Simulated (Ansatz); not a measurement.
A nudged elastic band was laid between two geometries of AlH$_{8}$NSSi$_{2}$ (13 atoms, charge 0, multiplicity 1).

Computed with RKS BLYP/STO-3G in Ansatz 0.2.0.

* movable images: 7
* climbing image: yes
* spring: 5.0 eV/Å²
* optimiser: quadratic models (default)
* start path: IDPP
* force threshold: 0.05 eV/Å
* iteration limit: 54
* end points: relaxed

Initial state:

```xyz
13
Properties=species:S:1:pos:R:3
N -1.082 2.740 1.383
Si -0.896 1.398 0.144
Al 0.044 -0.655 0.737
Si 0.639 -2.272 -0.834
S 2.537 -1.931 -1.830
H -0.109 2.885 1.816
H -1.597 2.304 2.221
H -2.250 1.207 -0.376
H -0.144 2.022 -0.944
H 0.331 -0.941 2.203
H -0.388 -2.450 -1.865
H 0.800 -3.597 -0.241
H 2.136 -0.745 -2.398
```

Final state:

```xyz
13
Properties=species:S:1:pos:R:3
N -0.301 2.301 -0.878
Si -1.055 1.524 0.603
Al -0.734 -0.739 1.087
Si 0.635 -2.142 -0.173
S 2.679 -1.469 -0.448
H -0.601 1.706 -1.720
H 0.748 2.070 -0.844
H -0.580 2.348 1.714
H -2.481 1.818 0.468
H -1.444 -1.325 2.297
H 0.054 -2.389 -1.498
H 0.791 -3.472 0.409
H 2.309 -0.265 -1.001
```

Q: Which bonds break or form, and what moves?

A: No bond is made or broken. The dihedral N1–Si2–Al3–H10 goes from 8 to -177°.

Q: What energy profile does the band end with?

A: The forces met the threshold. The highest image is number 5 of 0 to 8, 3.7 kJ/mol above the first end and 1.0 kJ/mol above the last; the last end lies 2.7 kJ/mol above the first. A vibrational analysis at the climbing image gives no mode beyond 40i cm⁻¹: the surface is too flat there to confirm a saddle point. Limits of this set-up: minimal basis.

| image | path coordinate (Å) | energy (kJ/mol) | dihedral N1–Si2–Al3–H10 (°) |
| --- | --- | --- | --- |
| 0 | 0.00 | 0.0 | 8 |
| 1 | 1.10 | 0.3 | 27 |
| 2 | 2.20 | 1.1 | 47 |
| 3 | 3.29 | 2.3 | 68 |
| 4 | 4.39 | 3.3 | 92 |
| 5 | 5.49 | 3.7 | 115 |
| 6 | 6.58 | 3.4 | 141 |
| 7 | 7.67 | 2.9 | 163 |
| 8 | 8.76 | 2.7 | -177 |

Q: What is the geometry of the highest image?

A: 
```xyz
13
Properties=species:S:1:pos:R:3:forces:R:3
N -0.390 2.563 0.306 0.01 -0.01 0.01
Si -1.520 1.170 -0.099 -0.01 -0.01 0.01
Al -0.902 -1.013 0.461 0.01 0.02 -0.01
Si 1.011 -2.030 -0.397 0.00 -0.02 0.02
S 2.891 -1.150 0.240 -0.02 0.00 -0.02
H 0.578 2.291 -0.075 0.00 0.00 0.00
H -0.202 2.502 1.363 -0.01 0.00 -0.01
H -2.787 1.558 0.518 0.00 0.01 0.00
H -1.722 1.294 -1.543 0.00 0.00 0.00
H -1.725 -1.777 1.486 0.00 0.00 0.00
H 1.004 -2.064 -1.863 0.00 0.00 0.00
H 1.138 -3.428 0.005 0.00 0.00 0.00
H 2.646 0.048 -0.388 0.00 0.01 0.01
```

The band took 10 iterations and roughly 2.9 core-minutes.

Time of the run: 2.9 min on 1 thread of Arm Neoverse V2 (shared host), peak memory 0.1 GiB.
